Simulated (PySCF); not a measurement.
A calculated (B3LYP, PySCF 2.14, x2c-SVPall, the spin-free X2C one-electron Hamiltonian (Gaussian nucleus)) atom or ion has these occupied shells.

```tsv
shell	electrons	orbital energy (eV)	rms radius, mean of both spins (bohr)
1s α	1	-5915.9	0.0735
1s β	1	-5915.9	0.0735
2s α	1	-684.80	0.317
2s β	1	-683.10	0.317
2p α	3	-576.32	0.288
2p β	3	-574.87	0.288
3s α	1	-86.174	0.971
3s β	1	-81.016	0.971
3p α	3	-56.742	1.05
3p β	3	-51.250	1.05
3d α	5	-12.219	1.59
```

**Question.** Name the element and its charge.

**Answer.** Cr⁺ (chromium, charge +1), in [Ar] 3d5, high-spin 6S determinant.
